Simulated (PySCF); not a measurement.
SiH2Cl2, SMILES Cl[SiH2]Cl. Atoms are numbered in the order given.

```xyz
5

Si     0.0000     0.0000     0.7655
Cl     1.6876     0.0000    -0.4086
Cl    -1.6876     0.0000    -0.4086
H      0.0000    -1.2375     1.5872
H      0.0000     1.2375     1.5872
```

Geometry optimised at PBE-D3(BJ)/def2-TZVP. The isomer is the one that the SMILES or the coordinates give; other isomers of the formula were not compared.

Method: PBE-D3(BJ)/def2-TZVP in PySCF 2.14.0.

Frequencies are harmonic and unscaled.

Computed vibrational spectrum:
```csv
mode,ν (cm⁻¹),IR (km/mol),moving atoms (share of kinetic energy)
1,178,2.1,"Cl 77 %, Si 21 %"
2,508,38.8,"Cl 52 %, Si 45 %"
3,569,122.6,"Si 56 %, Cl 39 %"
4,572,29.2,"H 80 %, Si 17 %"
5,680,0.0,H 98 %
6,838,211.6,H 92 %
7,918,94.8,H 96 %
8,2201,59.7,H 98 %
9,2217,78.8,H 95 %
```
